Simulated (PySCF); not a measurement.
Molecule: Me2Si(SMe)2 (SMILES CS[Si](C)(C)SC).

Atoms are numbered as in `[CH3:1][S:2][Si:3]([CH3:4])([CH3:5])[S:6][CH3:7]`; H(Xn) means a hydrogen on atom n.

Geometry PBE0-D3(BJ)/def2-SVP throughout; GIAO in PySCF 2.14, gas phase, one conformer, non-relativistic; equivalent atoms averaged; functional PBE0.

Task: How do the shifts δ (against TMS, CS2 at the same level) depend on the basis set? (ppm; last column core-seconds on shared hosts with different chips, so compare them loosely)

Result: 
```csv
basis set,functions,C1/C7,C4/C5,S2/S6,Si3,H(C1)/H(C7),H(C4)/H(C5),core-s
STO-3G,59,21.2,-0.3,-243.0,42.1,0.62,0.13,6.8
pcSseg-0,99,14.1,0.9,-242.2,60.2,1.77,0.33,10
6-31G,99,12.6,0.6,-214.2,70.2,1.90,0.26,14
6-31G*,134,11.6,0.8,-174.0,53.6,1.86,0.22,19
cc-pVDZ,170,13.0,1.0,-177.2,41.5,1.93,0.35,22
def2-SVP,170,11.9,0.6,-172.6,41.6,1.79,0.31,21
pcSseg-1,200,12.7,0.2,-192.0,41.7,1.96,0.34,33
aug-cc-pVDZ,281,13.6,0.3,-164.2,39.9,2.12,0.44,50
"6-311+G(2d,p)",285,12.8,0.5,-166.5,38.0,2.13,0.38,59
def2-TZVP,307,12.4,0.4,-172.6,35.3,2.04,0.38,60
```

Task: Which nucleus moves most, in ppm?

Result: S2/S6 (sulfur bonded to C, Si): from -243.0 ppm with STO-3G to -164.2 ppm with aug-cc-pVDZ. The smallest spread is 0.31 ppm, at H(C4)/H(C5). Proton shifts span only some 12 ppm, so a few tenths of a ppm matter as much there as several ppm in carbon.

Task: Taking the largest basis, def2-TZVP (307 functions), as the yardstick, rank the others by their worst heavy-atom deviation.

Result: 6-311+G(2d,p) 6.1 ppm (285 functions), cc-pVDZ 6.2 ppm (170 functions), def2-SVP 6.3 ppm (170 functions), aug-cc-pVDZ 8.4 ppm (281 functions), 6-31G* 18.3 ppm (134 functions), pcSseg-1 19.5 ppm (200 functions), 6-31G 41.6 ppm (99 functions), pcSseg-0 69.6 ppm (99 functions), STO-3G 70.4 ppm (59 functions).

A small basis that lands close on one nucleus may do so by chance; judge by the trend and by all nuclei.
